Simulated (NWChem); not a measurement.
# SiHSCl₃; SMILES S[Si](Cl)(Cl)Cl

```xyz
6

S      0.9827     1.8762    -0.0514
Si     0.0038     0.0024     0.0004
Cl     0.5434    -1.1082     1.6340
Cl    -1.9947     0.4094     0.0808
Cl     0.4051    -1.1290    -1.6585
H      2.2180     1.3260    -0.0901
```
Atoms are numbered in this order, from 1.

Level: PBE0/def2-SVP (NWChem), optimised geometry, unscaled harmonic frequencies. 

```tsv
frequency (cm⁻¹)	IR intensity (km/mol)
108	5.9
139	0.4
196	5.9
200	7.0
210	17.6
213	11.1
410	0.4
612	146.9
617	163.3
618	176.1
767	28.4
2707	2.7
```

```json
{
 "zero_point_energy": "9.7 kcal/mol",
 "thermal correction to the enthalpy at 298.15 K (with zero-point energy)": "14.9 kcal/mol",
 "heat capacity Cv": "22.3 cal/(mol K)",
 "entropy at 298.15 K and 1 atm (symmetry number 1)": "87.5 cal/(mol K)",
 "dipole_moment": "1.29 D"
}
```

Rigid rotor and harmonic oscillator.
